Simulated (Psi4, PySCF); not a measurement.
C₃H₉BFN (SMILES CC(C)NBF), singlet, geometry from GFN2-xTB, atoms displaced at random by about 0.03 Å a coordinate. Base run: TPSS/STO-3G, gradient (PySCF).

The PySCF input:
```python
from pyscf import gto, scf, dft

mol = gto.Mole()
mol.atom = '''
    B     0.82871509    0.28300775    1.48685930
    F     0.28626718    0.64875757    2.64988092
    H     1.88200113    0.17902688    1.28140245
    N    -0.15879969    0.14230713    0.48242679
    C     0.15733769   -0.26967515   -0.97454941
    C    -0.61512108   -1.59123879   -1.20488718
    C    -0.39092168    0.81576890   -1.91834744
    H    -1.08968906    0.29228589    0.57897983
    H     1.18874189   -0.39062575   -1.02780452
    H    -0.39076114   -1.91755320   -2.24494994
    H    -0.29241533   -2.31256767   -0.56961995
    H    -1.66130867   -1.46798077   -1.12488685
    H    -0.11462029    0.53693261   -2.98613932
    H    -1.38942966    1.01399293   -1.84380488
    H     0.13648749    1.77086738   -1.64528261
'''
mol.basis = 'sto-3g'
mol.verbose = 4
mol.build()

mf = dft.RKS(mol)
mf.xc = 'tpss'
mf.kernel()
g = mf.nuc_grad_method()
grad = g.kernel()
```

Programs used: Psi4, PySCF; a row that names a program was run with it.

The coordinate followed is x of atom 6.

Each row names what was changed in the base input (with any setting that the change needs).

```tsv
change	dE/dx (Eh/bohr)	net force (Eh/bohr)
base	-0.023222	0.000442
grids.level = 5; grid_response = off	-0.023218	0.000030
density fitting = on	-0.023219	0.000442
grid_response = on	-0.023240	0.000000
grids.level = 0; grid_response = on	[?]	0.000000
code = psi4	-0.023207	0.000578
grids.level = 5; grid_response = on	-0.023219	0.000000
finite difference step (bohr) = 1e-5; conv_tol = 1e-11	-0.023239	-
finite difference step (bohr) = 1e-3; conv_tol = 1e-11	-0.023240	-
grids.level = 0; grid_response = off	-0.023767	0.053191
finite difference step (bohr) = 1e-4; conv_tol = 1e-11	-0.023239	-
conv_tol = 1e-6	-0.023226	0.000442
```

Fill in the missing entries.


- grids.level = 0; grid_response = on, dE/dx (Eh/bohr): -0.026214

The net force is zero for an exact gradient.
